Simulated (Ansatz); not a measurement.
```yaml
crystal:
  periodic: [false, false, false]
  atoms:
    - {symbol: As, position_ang: [0.855496, -2.294165, 2.199358]}
    - {symbol: As, position_ang: [-0.516984, 2.845355, 1.440441]}
    - {symbol: As, position_ang: [-2.451074, -1.135138, -1.716736]}
    - {symbol: As, position_ang: [2.368824, 0.706174, -1.825379]}
basis:
  gaussian: {orbitals: def2-SVPD}
total_charge: -1
magnetization: {spin_polarized: true, initial_magnetization: 1}
hamiltonian: {xc: {name: SPW92}}
output: {forces: true}
```

```sh
$ ansatz run in.yaml --threads 4 --pin off --events-out ev --progress --plain --max-ram 10444MiB
```

Output, abridged:

```
Functional definition: SPW92
  name "SPW92"
  cite "Dirac, Proc. Camb. Phil. Soc. 26, 376 (1930) doi:10.1017/S0305004100016108"
  cite "Slater, Phys. Rev. 81, 385 (1951) doi:10.1103/PhysRev.81.385"
  cite "Perdew & Wang, Phys. Rev. B 45, 13244 (1992) doi:10.1103/PhysRevB.45.13244"
  exchange = slater_x
  correlation = pw_c
1600 factors; their error is unknown
mean field evaluation 1: about -242958.7870 eV, gradient 3.5e1 eV
mean field evaluation 2: about -242806.9672 eV, gradient 8.2e1 eV
mean field evaluation 4: about -242863.0946 eV, gradient 5.5e1 eV
mean field evaluation 8: about -242968.6160 eV, gradient 2.4e0 eV
mean field evaluation 16: about -242969.6516 eV, gradient 3.1e-1 eV
mean field evaluation 32: about -242969.6284 eV, gradient 1.2e-5 eV
mean field -242969.63052962 eV, -8928.9692312330 hartree, gradient 2.8e-6 eV, S^2 5.570008; 22 other end points of the search recorded, 0 dependent functions left out
the calculation of the forces begins
reference -242969.63058181 eV, -8928.9692331506 hartree; 67, 66 occupied and 85, 86 virtual orbitals, 1600 factors
Total energy: -242969.63058181 eV, -8928.9692331506 hartree
Atom 0 at     0.855496    -2.294165     2.199358 Å, force    -0.015523     0.107652    -0.123125 eV/Å
Atom 1 at    -0.516984     2.845355     1.440441 Å, force     0.117999    -0.152926    -0.150606 eV/Å
Atom 2 at    -2.451074    -1.135138    -1.716736 Å, force     0.152195     0.053870     0.058409 eV/Å
Atom 3 at     2.368824     0.706174    -1.825379 Å, force    -0.254671    -0.008595     0.215321 eV/Å
Dipole moment:    -0.306905    -0.449000     0.139107 e Å
```

In this input the geometry is stretched to more than twice its size. Self-consistency was reached. The result belongs to that input, not to the molecule as meant.
